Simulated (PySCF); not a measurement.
B(Cl)2(OSiH3) (BCl2H3OSi), SMILES [SiH3]OB(Cl)Cl.

Coordinates come from a B3LYP-D3(BJ)/def2-SVP optimisation. The structure was generated by enumeration, and PubChem lists no compound with its InChIKey, so it may never have been made. The values are those of a single conformer.

Two levels are set side by side: PBE/def2-TZVP (PySCF) and HF/def2-TZVP (PySCF). Same geometry, gas phase. Differences are taken from unrounded values.

```json
[
 {"quantity": "orbital gap (eV)", "PBE": "5.94"},
 {"quantity": "highest occupied level (eV)", "PBE": "-7.52"},
 {"quantity": "lowest empty level (eV)", "PBE": "-1.58"},
 {"quantity": "dipole moment (D)", "PBE": "1.87"},
 {"quantity": "mean polarisability (bohr³)", "PBE": "67.9"}
]
```

Q: These are the PBE values. What does HF give? (Estimate from the structure and the level; the computed values follow.)

A: 
```
quantity                         HF  PBE minus HF
---------------------------  ------  ------------
orbital gap (eV)              15.11         -9.17
highest occupied level (eV)  -12.36          4.84
lowest empty level (eV)        2.75         -4.33
dipole moment (D)              2.01         -0.14
mean polarisability (bohr³)    59.4           8.5
```

PBE's occupied levels lie high since its potential decays too fast outside the molecule; exact exchange lowers them and widens the gap. Loosely held outer electrons make PBE densities more polarisable. Differences between two approximate levels are no errors against the true value.

Rough cost on one machine, each run with all the roots and properties that it gave: HF against PBE about 1/2.
